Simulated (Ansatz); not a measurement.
Reaction (formal exchange of groups at the In–C bond): `[CH3][In]([NH2])[O][SiH3]` + `F/C=C\S` → `[NH2][In]([SH])[O][SiH3]` + `C/C=C\F`

Calculated with Ansatz (gas phase, PBE0-D4/def2-TZVP geometries, no zero-point term in ΔE). CCSD(T)/CBS is the MP2 limit (def2-TZVPP, def2-QZVPP) plus CCSD(T) − MP2 in def2-TZVPP, frozen cores. Double bonds are as drawn, so ΔE can hold a change between cis and trans. Elements past krypton have def2 core potentials. For In outer-core shells are correlated without core-valence functions, which leaves a few kJ/mol of doubt a bond. Each species was taken in one conformer, which may not be the lowest.

`[CH3][In]([NH2])[O][SiH3]`:

```xyz
13

C     0.807   -0.364   -2.598
In   -0.119   -0.399   -0.690
N    -1.518   -1.490    0.247
O     0.685    0.855    0.651
Si    0.412    1.268    2.191
H     1.882   -0.484   -2.464
H     0.619    0.602   -3.066
H     0.425   -1.158   -3.238
H    -1.886   -1.117    1.110
H    -2.254   -1.937   -0.279
H     0.324    2.749    2.340
H    -0.874    0.696    2.706
H     1.498    0.780    3.089
```

`F/C=C\S`:

Z-matrix (Å, degrees):
```
C
C 1 1.323
F 1 1.340 2 122.0
H 1 1.082 2 124.9 3 -180.0
S 2 1.741 1 127.4 3 -0.0
H 2 1.082 1 118.0 3 180.0
H 5 1.342 2 96.5 1 0.0
```

`[NH2][In]([SH])[O][SiH3]`:

Cartesian coordinates in Å:
```
N -2.148 -0.305 0.728
In -0.377 0.573 1.072
S 0.309 2.060 2.768
O 0.997 0.316 -0.340
Si 1.109 -0.584 -1.687
H -2.720 -0.511 1.534
H -2.106 -1.120 0.131
H 1.506 2.228 2.180
H -0.005 -1.582 -1.771
H 2.392 -1.339 -1.706
H 1.044 0.264 -2.909
```

`C/C=C\F`:

```xyz
9

C    -0.253    1.114    0.018
C     0.459   -0.165    0.285
C     0.101   -1.354   -0.162
F    -0.982   -1.538   -0.932
H    -0.573    1.585    0.952
H     0.404    1.828   -0.488
H    -1.133    0.958   -0.606
H     1.354   -0.145    0.899
H     0.623   -2.283    0.035
```

| species | SCS-MP2/def2-TZVPP energy (Eh) |
| --- | --- |
| `[CH3][In]([NH2])[O][SiH3]` | -651.16413 |
| `F/C=C\S` | -575.23716 |
| `[NH2][In]([SH])[O][SiH3]` | -1009.68501 |
| `C/C=C\F` | -216.75648 |

Question: Work out ΔE.

Answer: ΔE = (-1009.68501) + (-216.75648) − (-651.16413) − (-575.23716) = -0.04020 Eh = -105.5 kJ/mol. CCSD(T)/CBS gives -106.0 kJ/mol.

Largest T1 diagnostic among the species: 0.015.

In def2-TZVPP, CCSD(T) changes the Hartree–Fock value by +22.7 kJ/mol (the triples alone add +2.9 kJ/mol) and MP2 by +24.9 kJ/mol. From PBE to PBE0 (25 % exact exchange), in def2-TZVPP and without D4, ΔE moves by −7.5 kJ/mol.
